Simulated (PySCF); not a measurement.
Species: C3H12N2SSi2.
Numbering: `[CH3:1][N:2]1[CH2:3][CH2:4][SiH2:5][S:6][Si@@H:7]1[NH2:8]`

Cartesian coordinates in Å at the GFN2-xTB level; atoms count from 1:
```xyz
20
C3H12N2SSi2 angstrom
C      0.9970   -1.7588    0.5944
N      0.6038   -0.5816   -0.1326
C     -0.5682   -0.7383   -0.9620
C     -1.8824   -0.5311   -0.1985
Si    -2.0238    1.2063    0.5754
S     -0.3744    2.4238   -0.0291
Si     1.2185    0.9820    0.1961
N      2.3348    1.4687   -1.0140
H      1.8628   -1.5320    1.2100
H      0.1960   -2.1258    1.2450
H      1.2658   -2.5601   -0.1018
H     -0.5090   -0.0107   -1.7752
H     -0.5490   -1.7399   -1.4075
H     -2.7071   -0.6997   -0.8912
H     -1.9669   -1.2932    0.5775
H     -2.0205    1.1055    2.0355
H     -3.1882    1.9281    0.0825
H      1.6678    1.0226    1.5873
H      3.2184    0.9971   -1.1112
H      2.4194    2.4478   -1.2323
```

Probes without a nucleus sit at each ring's centroid and 1 Å off its mean plane on both sides; NICS is minus the shielding there, NICSzz its component along the normal. Level: GIAO PBE0/pcSseg-1 (PySCF, non-relativistic, gas phase) on the GFN2-xTB geometry, one conformer.

Ring bond lengths (Å), with Mayer bond orders in brackets: N2–C3 1.444 (0.95), C3–C4 1.534 (1.03), C4–Si5 1.907 (0.88), Si5–S6 2.137 (0.97), S6–Si7 2.160 (0.90), Si7–N2 1.712 (0.96).

Q: What do the NICS probes read (ppm)?

A: 
```tsv
ring	type	NICS(0)	NICS(1), two faces	NICS(1)zz, two faces	rms pucker (Å)	centre to ring atoms, mean (Å)
N2–C3–C4–Si5–S6–Si7	6-membered ring with N, S and 2 Si; formal bonds all single	-3.1	-3.2 / -3.0	3.0 / 1.9	0.36	1.72
```

Q: What can be read from them?

A: 
- N2–C3–C4–Si5–S6–Si7: mean NICS(1)zz 2.4 ppm, near zero. C3, C4, Si5, Si7 have four or more neighbours; no verdict on aromaticity is drawn.

Q: Give the inner angles of the rings and the Hirshfeld charges of the ring atoms.

A: 
- N2–C3–C4–Si5–S6–Si7: N2 120.0° (-0.174 e), C3 113.2° (-0.024 e), C4 112.9° (-0.165 e), Si5 110.3° (+0.316 e), S6 99.2° (-0.197 e), Si7 109.0° (+0.382 e); sum 664.6° against 720° for a flat convex ring.

Q: What are the shieldings of the ring atoms and their hydrogens in the same run (means over atoms taken as equivalent)?

A: 
```
atoms                   environment  σ isotropic (ppm)  principal values of the symmetric part, first atom (ppm)
   N2        silicon-bound nitrogen              223.2                                       183.9, 218.9, 266.7
   C3  sp3 carbon bound to nitrogen              140.8                                       115.3, 138.1, 169.1
   C4   sp3 carbon bound to silicon              178.8                                       155.0, 189.4, 192.0
  Si5                  SiH2 silicon              381.8                                       327.5, 399.7, 418.3
   S6         sulfur bonded to 2 Si              802.6                                       716.0, 802.3, 889.6
  Si7                   SiH silicon              373.0                                       350.5, 373.5, 395.1
  H12            methylene hydrogen              27.96                                          24.7, 26.8, 32.4
  H13            methylene hydrogen              28.97                                          23.3, 28.4, 35.2
  H14            methylene hydrogen              31.16                                          25.4, 28.3, 39.7
  H15            methylene hydrogen              30.32                                          25.6, 29.2, 36.1
  H16                 Si–H hydrogen              26.83                                          22.6, 24.7, 33.2
  H17                 Si–H hydrogen              26.83                                          22.4, 24.6, 33.4
  H18                 Si–H hydrogen              26.13                                          23.3, 23.6, 31.5
```
